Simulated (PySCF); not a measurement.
Spectrum to structure. Method used: PySCF 2.14.0, density-fitted response routines, TDDFT CAM-B3LYP/def2-SVPD, vertical, gas phase, core orbitals frozen in the response. Geometries: GFN2-xTB, one conformer each.

```tsv
state	E (eV)	f
S1	8.15	0.0008
S2	8.58	0.016
S3	8.62	0.0096
S4	8.87	0.023
S5	9.10	0.053
S6	9.15	0.015
S7	9.42	0.022
S8	9.59	0.0082
```

Question: Which structure fits? All have the formula C4H5F3O.
A. `OC/C=C\C(F)(F)F`
B. `C(F)(F)[C@]1(CO1)CF`
C. `C[C@@H](F)[C@@H](F)C(=O)F`

Answer: B. Its S1, at 8.15 eV, is the highest among the candidates; the nearest of the others has S1 at 6.30 eV. S1 is HOMO→LUMO (36%), HOMO→LUMO+3 (20%), HOMO→LUMO+1 (18%). Löwdin shares by element: HOMO oxygen 57%, carbon 21% or more (atoms not listed hold the other 22%); LUMO carbon 42% or more, hydrogen 12% or more (atoms not listed hold the other 46%). At the same level the other candidates give, for their lowest levels:
- `C[C@@H](F)[C@@H](F)C(=O)F`: 5.76 eV (f 0.004); 7.88 eV (f 0.045); 8.23 eV (f 0.003); 8.69 eV (f 0.002); 8.92 eV (f 0.039); T1 5.15 eV; HOMO -10.87, LUMO -0.21 eV
- `OC/C=C\C(F)(F)F`: 6.30 eV (f 0.033); 7.35 eV (f 0.376); 7.64 eV (f 0.012); 7.73 eV (f 0.004); 8.14 eV (f 0.030); T1 4.24 eV; HOMO -9.81, LUMO -0.08 eV

The values belong to the conformer `[F:1][CH2:2][C@:3]1([CH:4]([F:5])[F:6])[CH2:7][O:8]1`: F1–C2–C3–C4 160°, C2–C3–C4–F5 -75°.
Triplets come from the Tamm–Dancoff approximation.
